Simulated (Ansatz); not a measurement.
`[CH3][Ga]([OH])[GeH3]` and `[CH3][Ga]([CH3])[OH]` differ in one atom or group.

Ansatz, PBE0-D4/def2-TZVP geometries, multiplicity 1. Each molecule was computed in one conformer, which needn't be the lowest.

Scalar relativity is left out up to krypton.

| property | `[CH3][Ga]([OH])[GeH3]` |
| --- | --- |
| size of the dipole moment (PBE/def2-TZVPP) / D | 2.13 |
| LUMO energy (PBE/def2-TZVPP) / eV | -1.86 |
| HOMO energy (PBE/def2-TZVPP) / eV | -6.36 |
| HOMO–LUMO gap (PBE/def2-TZVPP) / eV | 4.50 |
| LUMO energy (B3LYP/def2-TZVPP) / eV | -1.36 |
| size of the dipole moment (B3LYP/def2-TZVPP) / D | 2.21 |

Q: What does the change do to each property? (An estimate is asked.)

A: Ansatz gave: 
| property | `[CH3][Ga]([CH3])[OH]` | shift |
| --- | --- | --- |
| size of the dipole moment (PBE/def2-TZVPP) / D | 1.70 | -0.43 |
| LUMO energy (PBE/def2-TZVPP) / eV | -1.01 | 0.85 |
| HOMO energy (PBE/def2-TZVPP) / eV | -6.44 | -0.08 |
| HOMO–LUMO gap (PBE/def2-TZVPP) / eV | 5.43 | 0.93 |
| LUMO energy (B3LYP/def2-TZVPP) / eV | -0.50 | 0.86 |
| size of the dipole moment (B3LYP/def2-TZVPP) / D | 1.82 | -0.39 |

With PBE0 the HOMO falls by 0.25 eV and the LUMO rises by 0.91 eV, so the gap widens by about 1.16 eV. PBE moves the HOMO by -0.08 eV and ωB97M-V by -0.43 eV. Dipoles are sizes alone; their direction can turn.

Positive LUMOs are unbound, so they and the gaps depend on the basis.

B3LYP here is the variant with VWN-RPA as its local correlation; programs differ in this.
